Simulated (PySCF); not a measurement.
Species: FH8NSi3.
SMILES with atom numbers: `[F:1][SiH2:2][N:3]([SiH3:4])[SiH3:5]`

Structure used (GFN2-xTB), in Å, numbered top down from 1:
```
atom  x, y, z in Å
F1    -1.326    2.236   -0.257
Si2   -1.016    1.104    0.848
N3     0.009   -0.104    0.152
Si4    1.732    0.181    0.061
Si5   -0.695   -1.364   -0.834
H6    -2.309    0.537    1.180
H7    -0.323    1.798    1.915
H8     2.117    0.895    1.277
H9     2.373   -1.131    0.006
H10    2.065    0.968   -1.129
H11   -1.983   -1.712   -0.237
H12   -0.871   -0.905   -2.215
H13    0.223   -2.501   -0.785
```

Computed with delta-SCF UKS SCAN, pcX-2 on the ionised atom, pcseg-1 elsewhere, spin-free X2C in PySCF 2.14.0. Every row has its own mixed basis.

| ionised atom | basis functions | E(ground) (Eh) | E(ionised) (Eh) |
| --- | --- | --- | --- |
| N3 | 153 | -1029.76288 | -1014.91338 |
| F1 | 153 | -1029.79536 | -1004.36107 |
| Si2 | 164 | -1029.81253 | -961.90106 |
| Si4 | 164 | -1029.80270 | -961.92563 |

What are the 1s binding energies?

E(ionised) − E(ground), at 27.2114 eV a hartree:

```
atom                      environment  difference (Eh)  binding energy (eV)
  N3  nitrogen bridging silicon atoms         14.84950               404.08
  F1           silicon-bound fluorine         25.43429               692.10
 Si2           fluorine-bound silicon         67.91147              1847.97
 Si4                     SiH3 silicon         67.87707              1847.03
```

How much do the ground-state energies differ, and what would follow from using one of them for all holes?

They run from -1029.8125 Eh (core basis on Si2) to -1029.7629 Eh (on N3), 0.0496 Eh or 1.35 eV apart, for one and the same state in different bases and grids. Pairing the ion of N3 with the ground state of Si2 would put its binding energy 1.35 eV too high.

Only 1s holes are shown. Atoms equivalent by their bonding share one computed value, that of the first of them. The structure is a single GFN2-xTB conformer in the gas phase; no vibrational or solvent corrections.

The run took 38 s on Intel Xeon 6975P-C, one thread, shared host with 192 logical CPUs at a one-minute load of 182, and the process peaked at 0.47 GiB of memory.
